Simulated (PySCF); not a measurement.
Numbering as in the mapped SMILES `[CH2:1]=[CH:2][Si:3]([CH3:4])([CH3:5])[CH3:6]`. Each H is labelled by its parent atom. Ha(C1) is cis to Si3; Hb(C1) is trans to Si3.

GIAO shifts from PySCF 2.14.0 with density-fitted response routines on PBE0-D3(BJ)/def2-TZVP geometries (one conformer, non-relativistic, equivalent nuclei averaged), against TMS at the same level and in the same medium; PCM means IEF-PCM chloroform.

Measured (solution, not stated per compound (mostly CDCl3 or CCl4); Pretsch, Buehlmann, Badertscher, Structure Determination of Organic Compounds, 4th ed. (2009)): H(C2) 6.11, Hb(C1) 5.88, Ha(C1) 5.63 ppm.

Task: Which unscaled values do B97-2/pcSseg-2, gas; WP04/pcSseg-2, PCM; wB97X-D/pcSseg-2, PCM give, and how close are they?

Result: 
```
 atoms  measured  B97-2/pcSseg-2, gas  WP04/pcSseg-2, PCM  wB97X-D/pcSseg-2, PCM
 H(C2)      6.11                 6.59                6.29                   6.76
Hb(C1)      5.88                 6.31                6.05                   6.44
Ha(C1)      5.63                 6.02                5.78                   6.19
```

Mean absolute error for $^{1}$H: B97-2/pcSseg-2, gas 0.43, WP04/pcSseg-2, PCM 0.17, wB97X-D/pcSseg-2, PCM 0.59 ppm.
